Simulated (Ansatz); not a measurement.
A made-up structure of AlBH$_{3}$ClO, singlet:

```
7
angstrom
O -1.7885 0.4971 -0.3952
Al -0.1337 0.6966 -0.0623
B 0.9161 -1.0706 0.4986
Cl 1.9244 -1.8575 -0.6999
H -2.3549 1.2086 -0.6902
H 0.5176 2.1402 -0.2153
H -2.1175 -0.2003 0.1932
```

It is relaxed with PBE-D4/def2-SVP and then PBE0-D4/def2-TZVP (Ansatz 0.2.0). Atoms count as bonded within 1.22 times the sum of their covalent radii (H–H: 0.88 Å). The end point is not checked to be a true minimum.

(1) Does its bonding change? (Judge from chemistry; the calculation decides.)

Results:

(1) By the calculation: No: no bond forms or breaks.

Where it ends: The first stage lowers the energy by 1.97 eV in 22 steps. It ends as AlBH₃ClO ([OH2][AlH][B][Cl]):
O1  (-1.804, 0.326, -0.138)
Al2  (0.088, 0.697, -0.882)
B3  (1.118, -0.766, 0.149)
Cl4  (1.994, -2.227, 0.073)
H5  (-2.098, 0.993, 0.492)
H6  (0.160, 2.180, -0.266)
H7  (-2.494, 0.211, -0.798)
(Å)

Labels in which every atom is bracketed show which atoms are joined, not bond orders.

For scale, one of the runs: PBE0-D4/def2-TZVP relaxation, 154 basis functions, launched by `ansatz run in.yaml --threads 2 --pin off --events-out ev --progress --plain --max-ram 4352MiB`. The run took about 38 s on 2 CPU threads of an Arm Neoverse V1 (shared host).
